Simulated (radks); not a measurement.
Charge is removed step by step from the 5s down level of Pt2+, starting from [Kr] 4d10 4f14 5s(up 1, down 1) 5p6 5d8. All-electron calculation, non-relativistic Kohn-Sham, SCAN, spin-polarised, spherical densities, point nucleus; open shells are filled with parallel spins first (spin-orbit coupling, left out, can overturn this in heavy ions); meta-GGA in the generalised Kohn-Sham scheme; relativity is left out, which matters for an element this heavy. Program: a radial shooting solver on a logarithmic mesh with Libxc functionals.

| removed (e) | E - E(0) (eV) | eigenvalue (eV) |
|---|---|---|
| 0 | 0.000 | -102.02 |
| 0.25 | 25.951 | -105.61 |
| 0.5 | 52.808 | -109.25 |
| 0.75 | 80.569 | -112.91 |

The mean slope of the eigenvalue, de/dn, is 14.5 eV per electron.
